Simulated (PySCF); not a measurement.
Stepwise substitution at one centre (Sn CH3-OCH3). All species are isolated molecules in the gas phase. One relaxed conformer stands for each flexible species; it need not be the lowest. Strings in code marks are SMILES.

All values below come from r2SCAN-D4/def2-TZVP // r2SCAN-D4/def2-SVP run with PySCF 2.14.0. Excitations are Tamm–Dancoff values on a coarser integration grid. The basis has no diffuse functions, so Rydberg states are missing or too high.

| species | HOMO (eV) | S1 oscillator strength | S1 excitation (TDA) (eV) | LUMO (eV) |
|---|---|---|---|---|
| 0 of 4 CH3 replaced by OCH3 (`[CH3][Sn]([CH3])([CH3])[CH3]`) | … | 0.089 | 7.27 | – |
| 2 of 4 CH3 replaced by OCH3 (`[O]([Sn]([CH3])([CH3])[O]C)C` (C–O–Sn–O torsion 59°, O–Sn–O–C torsion 58°)) | -6.05 | 0.019 | 5.41 | -0.74 |
| 3 of 4 CH3 replaced by OCH3 (`C[O][Sn]([CH3])([O]C)[O]C`) | -6.31 | 0.007 | 4.81 | -1.58 |
| 4 of 4 CH3 replaced by OCH3 (`C[O][Sn]([O]C)([O]C)[O]C`) | … | 0.000 | 4.21 | … |

Task: Fill in the missing entries.

Result: 
- 0 of 4 CH3 replaced by OCH3 (`[CH3][Sn]([CH3])([CH3])[CH3]`), HOMO (eV): -6.71
- 4 of 4 CH3 replaced by OCH3 (`C[O][Sn]([O]C)([O]C)[O]C`), HOMO (eV): -6.69
- 4 of 4 CH3 replaced by OCH3 (`C[O][Sn]([O]C)([O]C)[O]C`), LUMO (eV): -2.52
